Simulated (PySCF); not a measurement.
Run record: geometry optimisation, Al(vinyl)3, `C=[CH][Al]([CH]=C)[CH]=C`.

Method: PBE0-D3(BJ)/def2-SVP geometry optimisation, gas phase (PySCF 2.14.0). Start geometry: GFN2-xTB. A driver script takes a list of jobs; this job's settings line and coordinates (Å) are shown.

Command:
```bash
OMP_NUM_THREADS=1 python probes_run.py task.json out
```

Input:
```
{"job": {"xc": "PBE0", "basis": "def2-SVP", "d3": "d3bj", "grid": 1, "maxiter": 40, "shake": 0.03, "kind": "geom"}, "charge": 0, "multiplicity": 1}
Al     0.099980     0.310620     0.058910
C      1.966140     0.267150     0.428570
C      2.517310    -0.789500     0.952180
H      2.726480     1.151800     0.227880
H      2.012100    -1.698500     1.184090
H      3.624130    -0.808270     1.203720
C     -0.759400     2.170460    -0.186580
C     -1.991190     2.301120    -0.657010
H     -0.269470     3.127270     0.090690
H     -2.629490     1.398740    -0.855200
H     -2.570280     3.222110    -0.768710
C     -1.082380    -1.230350    -0.091060
C     -0.684950    -2.396610    -0.463420
H     -2.231500    -1.184220     0.071040
H      0.443730    -2.595980    -0.617330
H     -1.205570    -3.279770    -0.511360
```

Output:
```
step   0  E = -475.73858555  max force = 0.102136
step   1  E = -475.76515391  max force = 0.012431
step   2  E = -475.76565257  max force = 0.013085
step   3  E = -475.76774850  max force = 0.001801
step   4  E = -475.76782418  max force = 0.001090
step   5  E = -475.76787255  max force = 0.000655
step   6  E = -475.76789461  max force = 0.000627
step   7  E = -475.76791121  max force = 0.000510
step   8  E = -475.76792193  max force = 0.000395
optimisation converged
```

Energies in Eh; «max force» is the largest Cartesian gradient component in Eh/bohr.

Question: Give the first gradient maximum in eV/Å.

Answer: With 1 Eh/bohr = 51.422 eV/Å, 5.252 eV/Å.

Summary of the converged run: final energy -475.76792 Eh after 8 steps; dipole 0.11 D.

Question: Give the final coordinates.

Answer: 0.121 Å rms from the input after alignment:
```
atom  x, y, z in Å
Al1    0.0488    0.4249    0.0310
C2     1.9589    0.2555    0.3944
C3     2.4921   -0.8197    0.9996
H4     2.6618    1.0679    0.1550
H5     1.8823   -1.6827    1.2958
H6     3.5611   -0.8982    1.2395
C7    -0.7931    2.1639   -0.2222
C8    -2.0838    2.2744   -0.5798
H9    -0.2432    3.1085   -0.0974
H10   -2.7224    1.3946   -0.7336
H11   -2.5791    3.2413   -0.7413
C12   -1.0331   -1.1958   -0.0949
C13   -0.5099   -2.3822   -0.4489
H14   -2.1193   -1.1870    0.0826
H15    0.5599   -2.5070   -0.6601
H16   -1.1155   -3.2925   -0.5535
```

The run took 84 s on Arm Neoverse V1, one thread, no GPU, shared host with 64 logical CPUs at a one-minute load of 45, and the process peaked at 0.53 GiB of memory.
Labels such as C1 count atoms from 1, the log's own numbers from 0.
